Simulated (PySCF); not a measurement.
# Calculated NMR data

PySCF 2.14 calculation with NMR shieldings at PBE0/pcSseg-1/GIAO and geometry: GFN2-xTB; gas phase, rapidly exchanging positions averaged, non-relativistic Hamiltonian, single conformer.

Shifts are taken against calculated references (same method and geometry level): TMS for $^{1}$H (σref 31.72), $^{13}$C (σref 186.93). Splittings of carbon signals by F and P are missing where no couplings were computed. Where no couplings were computed, multiplicities follow the n + 1 count of equivalent neighbours, and m marks all less simple cases (inequivalent or close neighbours, rings, F or P nearby). Shifts are as computed. Against solution values, carbons near 30 ppm lie about +3 ppm off and those near 130 ppm about +5 ppm. Of 1211 compounds with measured shifts, 218 miss one by over three times the rms of a fit or turn the order of signals round; such compounds aren't used in these exercises.

**1.** `P1C(OC)=CC(C=C)=C1C`, C$_{8}$H$_{11}$OP. $^{1}$H NMR (600 MHz, computed): δ 6.98 (m, 1H), 6.72 (m, 1H), 5.73 (m, 1H), 5.58 (m, 1H), 5.06 (m, 1H), 3.84 (s, 3H), 2.27 (m, 3H). $^{13}$C{$^{1}$H} NMR (computed): δ 177.2, 152.2, 137.1, 132.3, 120.2, 116.4, 60.4, 15.1.

**2.** `C1(C)=C(C)C=CP1`, C$_{6}$H$_{9}$P. $^{1}$H NMR (600 MHz, computed): δ 7.19 (m, 1H), 6.59 (m, 1H), 5.03 (m, 1H), 2.27 (m, 3H), 2.23 (s, 3H). $^{13}$C{$^{1}$H} NMR (computed): δ 152.5 (CH), 151.4 (C), 147.0 (C), 135.4 (CH), 16.9 (CH3), 16.1 (CH3).
